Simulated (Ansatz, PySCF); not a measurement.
Species: sum formula SiOCl2, charge 1, multiplicity 2. 
Coordinates optimised at B3LYP-D3(BJ)/def2-TZVP (Ansatz, a quantum-chemistry and plane-wave program):
```xyz
4

Si    -0.2252    -0.1979    -0.0195
O     -1.4337    -1.2601    -0.1244
Cl    -0.5261     1.5508    -0.8230
Cl     1.3863    -0.7948     0.8976
```
Charge +1, spin multiplicity 2.

Total electronic energies in hartree. Correlated levels leave the core frozen unless marked. UHF or UKS for open shells. No spin-orbit coupling. Non-relativistic. Basis-set limits of correlation are two-point, X^-3; Hartree-Fock from the larger set. The bracket is a focal-point correction in the basis named.

| level | program | energy (Eh) |
|---|---|---|
| PBE-D3(BJ)/def2-TZVPD | Ansatz + dftd3 | -1284.31905 |
| PBE0/def2-TZVP | Ansatz | -1284.40509 |
| TPSSh/def2-TZVPD | PySCF | -1284.95172 |
| r2SCANh/def2-TZVPD | Ansatz | -1284.78177 |
| LC-wPBE/def2-TZVPD | Ansatz | -1284.50587 |
| PBE-QIDH/def2-TZVPD | Ansatz | -1284.13750 |
| CCSD/cc-pV(T+d)Z | Ansatz | -1283.34780 |
| CCSD(T)/aug-cc-pV(D+d)Z | Ansatz | -1283.17163 |
| RI-MP2/CBS(cc-pV(T+d)Z,cc-pV(Q+d)Z)+[CCSD(T)-MP2]/cc-pV(T+d)Z | Ansatz | -1283.5007 |

Totals of different functionals don't rank their quality; only differences between species are comparable.
